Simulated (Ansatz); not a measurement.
Job for Ansatz (a program for electronic structure): U-PBE0/def2-TZVPP on MoCl, 2S+1 = 2, a spin state set in the input, which need not be the lowest. Elements past Kr take the def2 small-core potentials; no spin–orbit coupling.

Ansatz 0.2 input:
```yaml
crystal:
  periodic: [false, false, false]
  atoms:
    - {symbol: Mo, position_ang: [0.00000000, 0.00000000, 0.00000000]}
    - {symbol: Cl, position_ang: [0.00000000, 0.00000000, 2.43200000]}
basis:
  gaussian:
    orbitals: def2-TZVPP
hamiltonian:
  xc: {name: PBE0}
magnetization: {spin_polarized: true, initial_magnetization: 1}
relax: {f_tol: 0.002, max_steps: 120}
```

Output:

```
WARN ansatz: RAYON_NUM_THREADS=1 ignored (pool sized by the plan → 1); use --threads N
Functional definition: PBE0
integrals: 0.03 GiB planned
694 factors; their error is unknown
mean field: 0.34 GiB planned
mean field evaluation 1: about -14367.5102 eV, gradient 2.1e1 eV
mean field evaluation 2: about -14357.1285 eV, gradient 4.5e1 eV
mean field evaluation 4: about -14369.1077 eV, gradient 6.5e0 eV
mean field evaluation 8: about -14369.3418 eV, gradient 5.3e-1 eV
mean field evaluation 16: about -14371.1965 eV, gradient 3.3e0 eV
mean field evaluation 32: about -14372.1319 eV, gradient 5.0e-5 eV
mean field evaluation 64: about -14370.4181 eV, gradient 1.4e-5 eV
mean field evaluation 96: about -14371.8790 eV, gradient 7.8e0 eV
mean field evaluation 128: about -14372.1275 eV, gradient 4.8e-2 eV
mean field -14372.13194328 eV, -528.1661071347 hartree, gradient 2.1e-6 eV, S^2 2.745879; 11 other end points of the search recorded, 0 dependent functions left out
the calculation of the forces begins
reference -14372.13197359 eV, -528.1661082485 hartree; 16, 15 occupied and 82, 83 virtual orbitals, 694 factors
relax step   1: F+E_penalty+E_count = -14372.13194328 eV  Δ(F+E_penalty+E_count) = +0.000e0 eV  max|allowed force component| = 1.840e0 eV/Å  Δτ_max = 0.0000 Å  (664 SCF iters, accepted)
these checks for a lower state are left out or cut short: starts, cluster_reference, orbital_swaps, neighbouring_geometries, increment
integrals: 0.03 GiB planned
694 factors; their error is unknown
mean field: 0.34 GiB planned
mean field evaluation 160: about -14372.2984 eV, gradient 3.4e-2 eV
mean field -14372.31667793 eV, -528.1728960078 hartree, gradient 2.5e-6 eV, S^2 2.709525; 1 other end points of the search recorded, 0 dependent functions left out
the calculation of the forces begins
reference -14372.31670797 eV, -528.1728971119 hartree; 16, 15 occupied and 82, 83 virtual orbitals, 694 factors
relax step   2: F+E_penalty+E_count = -14372.31667793 eV  Δ(F+E_penalty+E_count) = -1.847e-1 eV  max|allowed force component| = 6.567e-1 eV/Å  Δτ_max = 0.1148 Å  (201 SCF iters, accepted)
these checks for a lower state are left out or cut short: starts, cluster_reference, orbital_swaps, neighbouring_geometries, increment
integrals: 0.03 GiB planned
694 factors; their error is unknown
mean field: 0.34 GiB planned
mean field evaluation 192: about -14372.3167 eV, gradient 7.6e-4 eV
mean field -14372.32983740 eV, -528.1733796092 hartree, gradient 2.1e-6 eV, S^2 2.720842; 1 other end points of the search recorded, 0 dependent functions left out
the calculation of the forces begins
reference -14372.32986760 eV, -528.1733807192 hartree; 16, 15 occupied and 82, 83 virtual orbitals, 694 factors
relax step   3: F+E_penalty+E_count = -14372.32983740 eV  Δ(F+E_penalty+E_count) = -1.316e-2 eV  max|allowed force component| = 3.580e-2 eV/Å  Δτ_max = 0.0219 Å  (264 SCF iters, accepted)
these checks for a lower state are left out or cut short: starts, cluster_reference, orbital_swaps, neighbouring_geometries, increment
integrals: 0.03 GiB planned
694 factors; their error is unknown
mean field: 0.34 GiB planned
mean field evaluation 224: about -14372.3165 eV, gradient 2.7e-6 eV
mean field -14372.32988185 eV, -528.1733812430 hartree, gradient 2.3e-6 eV, S^2 2.720296; 1 other end points of the search recorded, 0 dependent functions left out
the calculation of the forces begins
reference -14372.32991205 eV, -528.1733823528 hartree; 16, 15 occupied and 82, 83 virtual orbitals, 694 factors
relax step   4: F+E_penalty+E_count = -14372.32988185 eV  Δ(F+E_penalty+E_count) = -4.446e-5 eV  max|allowed force component| = 1.216e-3 eV/Å  Δτ_max = 0.0012 Å  (268 SCF iters, accepted)
integrals: 0.03 GiB planned
694 factors; their error is unknown
mean field: 0.34 GiB planned
mean field evaluation 256: about -14372.3165 eV, gradient 2.4e-8 eV
mean field evaluation 288: about -14370.7655 eV, gradient 1.8e-3 eV
mean field evaluation 320: about -14372.2999 eV, gradient 1.4e-1 eV
mean field -14372.32988185 eV, -528.1733812430 hartree, gradient 2.1e-6 eV, S^2 2.720296; 13 other end points of the search recorded, 0 dependent functions left out
the calculation of the forces begins
reference -14372.32991205 eV, -528.1733823528 hartree; 16, 15 occupied and 82, 83 virtual orbitals, 694 factors
Total energy: -14372.32991205 eV, -528.1733823528 hartree
Atom 0 at    -0.000001     0.000000     0.094010 Å, force    -0.000023     0.000002     0.001215 eV/Å
Atom 1 at     0.000001    -0.000000     2.337990 Å, force     0.000023    -0.000002    -0.001215 eV/Å
Dipole moment:     0.001176     0.018020    -0.773258 e Å
```

The calculation finished and met its thresholds. Its determinant has ⟨S²⟩ = 2.72, a mixture of spin states.

Cost: about 80 core-seconds (a rough figure).
